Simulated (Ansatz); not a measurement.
Consider the cleavage of the B–Si bond: `B[Si](O)(O)F` + `CBNC` → `BN(C)BC` + `O[SiH](O)F`.

Computed with Ansatz on PBE0-D4/def2-TZVP structures; ΔE is electronic, products minus reactants. CCSD(T)/CBS adds triple-zeta CCSD(T) − MP2 to the extrapolated MP2 energy (def2 sets, frozen cores). This one scheme is used for every species. Functionals use def2-TZVPP. B3LYP here is the variant with VWN-RPA as its local correlation; programs differ in this. One conformer a species, not always the lowest.

```csv
level,ΔE (kcal/mol),difference from CCSD(T)/CBS
r2SCAN-D4,-31.1,0.9
PBE0-D4,-30.0,2.0
B3LYP-D4,-31.1,0.9
ωB97X-V,-30.5,1.5
r2SCAN,-31.0,1.0
MP2/def2-TZVPP,-34.2,-2.2
CCSD/def2-TZVPP,-31.6,0.4
HF/def2-QZVPP,-31.7,0.3
MP2/def2-QZVPP,-34.3,-2.3
HF/CBS(def2),-31.7,0.3
CCSD(T)/CBS,-32.0,0
```

Largest T1 diagnostic among the species: 0.012.

The D4 term adds −0.7 kcal/mol with B3LYP and −0.4 kcal/mol with PBE0; it sums over pairs of atoms, weighted by their polarisabilities, and B3LYP, whose exchange is more repulsive, gets the larger term. From PBE to PBE0 (25 % exact exchange), in def2-TZVPP and without D4, ΔE moves by −1.1 kcal/mol.
